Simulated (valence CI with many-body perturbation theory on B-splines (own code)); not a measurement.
**I XX in brief**

Computed by configuration interaction combined with many-body perturbation theory (CI+MBPT): six valence electrons over a frozen Dirac-Fock core [Ar] 3d10, radial functions for each j: 9 s, 9 p, 8 d, 6 f, 3 g, 1 h, with the one-electron correlation potential Σ1 (screened to all orders), the two-electron term Σ2, the three-electron term Σ3, Breit, model QED; selected single and double excitations, second order for the rest, scaled by the run's own slope (own B-spline code, finite nucleus).

No measured levels were compared; by estimate levels hold to about 250 cm⁻¹ or 0.2 % of their energy and the worst to 1 %, as in measured heavy ions of charge 2 to 7; those with d or f electrons hold less well. Among the levels kept, up to 1000 cm⁻¹ of a level comes from second order outside the variational space, and about a tenth of that is noise between levels of different J, which matters for small intervals.

Levels are named by their leading jj configuration (3d3/2^4 stands for four electrons in 3d with j = 3/2), which in mixed levels can hold well under half, so a name can repeat and another be missing.

Rates and lifetimes use the calculated energies. Strong lines usually hold to 10 to 20 %, long lifetimes can be off by a factor of two.

What is the ground level?

(4s^2 4p1/2^2 4p3/2^2) J=2, composition 75 % 4s²4p⁴ ³P + 22 % 4s²4p⁴ ¹D, g = 1.384.

Among levels below 112.63 eV, which E1 lines absorb most strongly from the ground level?

to (4s^2 4p1/2 4p3/2^2 4d3/2) J=3 at 11.43 nm, f = 0.944; to (4s^2 4p1/2 4p3/2^2 4d5/2) J=3 at 11.75 nm, f = 0.432; to (4s^2 4p1/2 4p3/2^2 4d5/2) J=2 at 11.66 nm, f = 0.396.

Name the longest-lived excited levels whose lifetime is computed, and their main decay.

(4s^2 4p1/2^2 4p3/2^2) J=0 at 4.64 eV lives 654 ms, mostly by E2 to (4s^2 4p1/2^2 4p3/2^2) J=2; (4s^2 4p1/2^2 4p3/2 4d5/2) J=4 at 82.82 eV lives 1.42 ms, mostly by M2 to (4s^2 4p1/2^2 4p3/2^2) J=2; (4s^2 4p1/2 4p3/2^2 4d3/2) J=4 at 95.87 eV lives 146 μs, mostly by M1 to (4s^2 4p1/2^2 4p3/2 4d3/2) J=3. The lifetime of (4s^2 4p1/2 4p3/2^2 4d5/2) J=4 is too uncertain to give, and may be longer. The lifetime of (4s^2 4p1/2 4p3/2^2 4d5/2) J=5 is too uncertain to give, and may be longer.

How well does LS coupling describe the low levels?

Among the lowest 20 levels the leading LS term, summed over configurations, holds 60 % on average. For single configurations the figures are 57 % in LS and 75 % in jj coupling. Terms mix most in the J = 2 level at 79.77 eV, where the leading one holds 31 %.

What are the static dipole polarisabilities of the lowest levels?

(4s^2 4p1/2^2 4p3/2^2) J=2 0.260 (tensor 0.0059); (4s^2 4p1/2^2 4p3/2^2) J=0 0.259; (4s^2 4p1/2 4p3/2^3) J=1 0.271 (tensor -0.0082); (4s^2 4p1/2 4p3/2^3) J=2 0.270 (tensor -0.021) bohr³, of which the core gives 0.0130.

Where does the other parity begin?

At (4s 4p1/2^2 4p3/2^3) J=2, 62.47 eV.

What is the ionisation energy?

570.37 eV; NIST lists 569 ± 4 eV (theoretical).
